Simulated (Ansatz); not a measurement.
Basis sets compared for TiOCl2 (TiCl2O). The state is a singlet with charge 0. Geometry PBE-D4/def2-SVP. Ansatz on 4 threads of Arm Neoverse V2 on a shared host; times are rough, and most runs start from earlier orbitals.

Cartesian coordinates in Å:
```
Ti 0.133 0.135 0.181
O 1.581 0.158 -0.488
Cl -1.310 1.535 -0.767
Cl -0.404 -1.829 1.074
```

Binding counts from free atoms (Ti triplet, O triplet, Cl doublet) in the same basis, without a counterpoise term.

| level | functions | energy (Eh) | HOMO (eV) | LUMO (eV) | binding per atom (eV) | wall time |
| --- | --- | --- | --- | --- | --- | --- |
| PBE-D4/def2-SVP | 81 | -1844.1632 | -7.55 | -4.65 | 4.51 | 0.65 s |
| PBE0-D4/def2-SVP | 81 | -1844.2281 | -9.08 | -3.84 | 4.04 | 0.95 s |

Problem. Estimate the rows for PBE-D4/def2-TZVP, PBE0-D4/def2-TZVP (with forces).

Solution. 
```json
{"level": "PBE-D4/def2-TZVP", "functions": "150", "energy (Eh)": "-1844.6856", "HOMO (eV)": "-7.82", "LUMO (eV)": "-4.84", "binding per atom (eV)": "–", "wall time": "1.1 s"}
{"level": "PBE0-D4/def2-TZVP (with forces)", "functions": "150", "energy (Eh)": "-1844.7477", "HOMO (eV)": "-9.26", "LUMO (eV)": "-3.92", "binding per atom (eV)": "4.02", "wall time": "2 s"}
```
